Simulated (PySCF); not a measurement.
## EPR parameters of [C2H7FO2Si2]+

Compound: C₂H₇FO₂Si₂ (charge +1 and doublet state).
Z-matrix (Å and degrees, GFN2-xTB geometry), rows numbered from 1:
```
O 
Si  1  1.5987
O   2  1.6674  1  106.84
C   3  1.2930  2  139.33  1    10.19
Si  4  1.9646  3  114.61  2  -152.61
C   4  1.3573  3  125.19  2    31.98
F   6  1.3217  4  120.77  3    14.00
H   1  0.9547  2  129.78  3  -177.95
H   2  1.4594  1  115.49  3   109.76
H   2  1.4551  1  114.59  3  -108.45
H   5  1.4577  4  102.95  3     7.66
H   5  1.4662  4  100.09  3   127.52
H   5  1.4582  4  106.87  3  -113.92
H   6  1.0792  4  124.58  3  -176.71
```

The hyperfine couplings belong to this conformer and change with its torsions.

The species is `O[SiH2]O[C+]([SiH3])[CH]F` [radical] (charge +1).

Level of theory: UKS B3LYP, pcH-1 on C F H O Si, non-relativistic, mean-field spin-orbit, GIAO (PySCF 2.14.0). One conformer (not necessarily the lowest) at the GFN2-xTB geometry, without solvent, vibrations or thermal averaging. GFN2-xTB frequencies show an imaginary mode (36i cm⁻¹), so this geometry is no minimum at that level. A GFN2-xTB geometry isn't a minimum of the functional, and hyperfine couplings can be far from their values at a DFT geometry, by a factor of two or more for some ions and for spin on atoms past the first row. The frame is twisted about the C4–C6 bond at this geometry (dihedral Si5–C4–C6–H14 = 8°); couplings at other torsion angles weren't computed. No stability test was run, so a lower SCF solution isn't excluded.

```
g1, g2, g3 : 2.00259, 2.00534, 2.00776
g_iso      : 2.00523
Form of g  : rhombic: the two nearest values differ by 47 % of g3 − g1
⟨S²⟩       : 0.7552 (exact 0.7500)
```

Isotropic coupling and dipolar principal values T1 to T3, in mT (MHz turned into mT with g_iso):

```
atom  isotope  a_iso  of which spin–orbit     T1     T2     T3  Mulliken spin population
  O1      17O   0.04                 0.00  -0.04   0.00   0.03                      0.00
 Si2     29Si   0.63                 0.00  -0.04  -0.01   0.04                     -0.02
  O3      17O  -0.74                -0.01  -2.69   1.32   1.37                      0.21
  C4      13C  -0.03                 0.00  -0.84  -0.53   1.37                      0.18
 Si5     29Si   0.39                 0.00  -0.18   0.07   0.11                      0.00
  C6      13C   1.54                 0.00  -1.67  -1.58   3.25                      0.48
  F7      19F   4.37                 0.05  -8.84  -8.34  17.18                      0.09
  H8       1H  -0.02                 0.00  -0.04  -0.04   0.08                      0.00
  H9       1H   1.93                 0.00  -0.07  -0.03   0.11                      0.03
 H10       1H   1.39                 0.00  -0.07  -0.04   0.11                      0.02
 H11       1H   0.07                 0.00  -0.07  -0.03   0.11                      0.00
 H12       1H   1.63                 0.00  -0.09  -0.02   0.11                      0.02
 H13       1H   0.54                 0.00  -0.07  -0.06   0.13                      0.01
 H14       1H  -1.40                 0.00  -0.73  -0.17   0.91                     -0.02
```

The Mulliken spin populations are largest on C6 (+0.48), O3 (+0.21), C4 (+0.18) and F7 (+0.09). Three atoms exceed +0.15.

C6, the radical centre as drawn in `O[SiH2]O[C+]([SiH3])[CH]F`, holds a spin population of +0.48 out of 1.

Axes: g2 points within 11° of the C4–Si5 bond.

Under fast tumbling the dipolar parts average out, and these isotropic splittings remain: 1 × 19F (F7, I = 1/2, 2 lines) with 4.37 mT, 2 × 1H (H9/H10, I = 1/2, 3 lines) with 1.66 mT, 1 × 1H (H14, I = 1/2, 2 lines) with 1.40 mT and 3 × 1H (H11/H12/H13, I = 1/2, 4 lines) with 0.75 mT.

Means are taken over nuclei equivalent by connectivity, which assumes that they swap fast. The three 1H nuclei of mean +20.9 MHz run from 1.9 to 45.7 MHz in the frozen geometry. The 1H value of +46.6 MHz is a mean of couplings from 39.1 to 54.2 MHz in this one geometry, not an average over conformers.

The 17O coupling of O3 (-20.8 MHz) shows only in satellite lines or after enrichment, since that isotope makes up about 0.038 % of natural oxygen.

The 13C coupling of C6 (43.1 MHz) shows only in satellite lines or after enrichment, since that isotope makes up about 1.07 % of natural carbon.

β density exceeds α density at some nuclei, such as Si2 (-0.0200), Si5 (-0.0125) and H14 (-0.0088), spin density in bohr⁻³. In a single determinant that takes different orbitals for the two spins, that is spin polarisation.
